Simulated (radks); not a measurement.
Values are calculated unless marked as measured or tabulated.
Be, configuration [He] 2s2. Level of theory: scalar-relativistic Kohn-Sham, PBEsol, spin-polarised, spherical densities, finite nucleus; Fermi nuclear charge, rms radius 2.519 fm; hard spherical wall at 3.5 bohr (a radial shooting solver on a logarithmic mesh with Libxc functionals).

Unscreened Slater integrals over Kohn-Sham orbitals (hartree). They are taken over the spin-up orbitals. Empty in this configuration: 2p.

integral,value
"F0(2s,2s)",0.48809
"F0(2s,1s)",0.65563
"G0(2s,1s)",0.059562
"F0(2s,2p)",0.49573
"G1(2s,2p)",0.32463
"F0(1s,1s)",2.2279
"F0(1s,2p)",0.65791
"G1(1s,2p)",0.073383
"F0(2p,2p)",0.50781
"F2(2p,2p)",0.26626
